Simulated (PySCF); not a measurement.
GaI₂, charge +1, singlet, geometry from GFN2-xTB (such geometries of metal compounds can be far from the true shape) (core potentials on I); PySCF with M062X/def2-SV(P).

PySCF was given this input:
```python
from pyscf import gto, scf, dft

mol = gto.M(
    atom='''
Ga    0.000000    0.000000    0.000000
I     0.000000    0.000000    2.504453
I    -0.000000   -0.000000   -2.504453
''',
    basis='def2-sv(p)',
    ecp={'I': 'def2-sv(p)'},
    charge=1,
    spin=0,
    verbose=4,
)

mf = dft.RKS(mol)
mf.xc = 'm062x'
mf.grids.radi_method = dft.radi.delley
mf.kernel()
```

Output, abridged:

```
PySCF version 2.14.0

[INPUT] verbose = 4
[INPUT] num. atoms = 3
[INPUT] num. electrons = 80
[INPUT] charge = 1
[INPUT] spin (= nelec alpha-beta = 2S) = 0
[INPUT] symmetry False subgroup None
[INPUT] Mole.unit = angstrom
[INPUT] Symbol           X                Y                Z      unit          X                Y                Z       unit  Magmom
[INPUT]  1 Ga     0.000000000000   0.000000000000   0.000000000000 AA    0.000000000000   0.000000000000   0.000000000000 Bohr   0.0
[INPUT]  2 I      0.000000000000   0.000000000000   2.504453000000 AA    0.000000000000   0.000000000000   4.732730261845 Bohr   0.0
[INPUT]  3 I      0.000000000000   0.000000000000  -2.504453000000 AA    0.000000000000   0.000000000000  -4.732730261845 Bohr   0.0

nuclear repulsion = 393.536055712964
number of shells = 32
number of NR pGTOs = 196
number of NR cGTOs = 84
basis = def2-sv(p)
ecp = {'I': 'def2-sv(p)'}

******** <class 'pyscf.dft.rks.RKS'> ********
method = RKS
initial guess = minao
damping factor = 0
level_shift factor = 0
DIIS = <class 'pyscf.scf.diis.CDIIS'>
diis_start_cycle = 1
diis_space = 8
diis_damp = 0
SCF conv_tol = 1e-09
SCF conv_tol_grad = None
SCF max_cycles = 50
direct_scf = True
direct_scf_tol = 1e-13
XC library pyscf.dft.libxc version 7.1.2
    S. Lehtola, C. Steigemann, M. J. T. Oliveira, and M. A. L. Marques,  SoftwareX 7, 1–5 (2018)
XC functionals = m062x
    Y. Zhao and D. G. Truhlar,  Theor. Chem. Acc. 120, 215 (2008)
    Y. Zhao and D. G. Truhlar,  Theor. Chem. Acc. 120, 215 (2008)
radial grids: B. Delley radial grids. Ref. JCP 104, 9848 (1996); DOI:10.1063/1.471749. log2 algorithm
becke partition: Becke, JCP 88, 2547 (1988); DOI:10.1063/1.454033
pruning grids: <function nwchem_prune>
grids dens level: 3
symmetrized grids: False
atomic radii adjust function: <function treutler_atomic_radii_adjust>
small_rho_cutoff = 0
Set gradient conv threshold to 3.16228e-05
Initial guess from minao.
tot grids = 61568
init E= -2456.57408465757
  HOMO = -1.41221988080156  LUMO = -0.991029484257311  gap/eV = 11.46117
cycle= 1 E= -2517.04955093636  delta_E= -60.5  |g|= 3.69  |ddm|= 11.6
  HOMO = -0.281337192996617  LUMO = -0.213887219950742  gap/eV = 1.83541
cycle= 2 E= -2515.43834813929  delta_E= 1.61  |g|= 3.65  |ddm|= 10.1
  HOMO = -0.466745065248312  LUMO = -0.168833269194273  gap/eV = 8.10659
cycle= 3 E= -2519.14969127213  delta_E= -3.71  |g|= 1.23  |ddm|= 5.77
  HOMO = -0.517632482439721  LUMO = -0.330145281886589  gap/eV = 5.10179
cycle= 4 E= -2519.64026516095  delta_E= -0.491  |g|= 0.321  |ddm|= 1.85
  HOMO = -0.519437887032356  LUMO = -0.312886503143193  gap/eV = 5.62055
cycle= 5 E= -2519.65386974277  delta_E= -0.0136  |g|= 0.104  |ddm|= 0.235
  HOMO = -0.524645327632914  LUMO = -0.3030695635521  gap/eV = 6.02938
cycle= 6 E= -2519.65843885347  delta_E= -0.00457  |g|= 0.0226  |ddm|= 0.174
  HOMO = -0.525627360221902  LUMO = -0.303155630616772  gap/eV = 6.05376
cycle= 7 E= -2519.65853901669  delta_E= -0.0001  |g|= 0.00445  |ddm|= 0.026
  HOMO = -0.524939549253256  LUMO = -0.302693031358196  gap/eV = 6.04764
cycle= 8 E= -2519.65854735476  delta_E= -8.34e-06  |g|= 0.00091  |ddm|= 0.00776
  HOMO = -0.525015071097222  LUMO = -0.302773799830128  gap/eV = 6.04749
cycle= 9 E= -2519.65854777205  delta_E= -4.17e-07  |g|= 0.000208  |ddm|= 0.002
  HOMO = -0.524997790197129  LUMO = -0.302770001913167  gap/eV = 6.04713
cycle= 10 E= -2519.6585478059  delta_E= -3.38e-08  |g|= 2.83e-05  |ddm|= 0.000724
  HOMO = -0.524999314742102  LUMO = -0.302773548704799  gap/eV = 6.04707
cycle= 11 E= -2519.65854780655  delta_E= -6.59e-10  |g|= 4.74e-06  |ddm|= 0.00012
  HOMO = -0.524999474525128  LUMO = -0.302772383844413  gap/eV = 6.04711
Extra cycle  E= -2519.65854780656  delta_E= -7.28e-12  |g|= 5.17e-06  |ddm|= 1.49e-05
converged SCF energy = -2519.65854780656
```
